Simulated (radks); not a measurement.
Values are calculated unless marked as measured or tabulated.
Spin polarisation of the 4p4 shell in neutral selenium. Start: [Ar] 3d10 4s2 4p(up 2, down 2); electrons of 4p are moved from spin down to spin up, other shells keep equal spins. Code: a radial shooting solver on a logarithmic mesh with Libxc functionals. Model: scalar-relativistic Kohn-Sham, LDA (Slater exchange, Perdew-Wang correlation), spin-polarised, spherical densities, point nucleus.

| moment (Bohr magnetons) | E - E(0) (eV) | e(4p up) (eV) | e(4p down) (eV) | 4s down minus up (eV) | 3d down minus up (eV) | 3p down minus up (eV) |
|---|---|---|---|---|---|---|
| 0 | 0.000 | -6.655 | -6.655 | 0.000 | 0.000 | 0.000 |
| 0.5 | -0.039 | -6.806 | -6.491 | 0.338 | 0.057 | 0.041 |
| 1 | -0.157 | -6.942 | -6.311 | 0.678 | 0.113 | 0.081 |
| 1.5 | -0.355 | -7.065 | -6.115 | 1.020 | 0.170 | 0.121 |
| 2 | -0.633 | -7.175 | -5.901 | 1.366 | 0.226 | 0.161 |

At moment 2 the spin-polarisation energy is -0.633 eV and the 4p exchange splitting 1.274 eV, that is 0.637 eV per Bohr magneton; E = -I m^2/4 would give I = 0.633 eV.
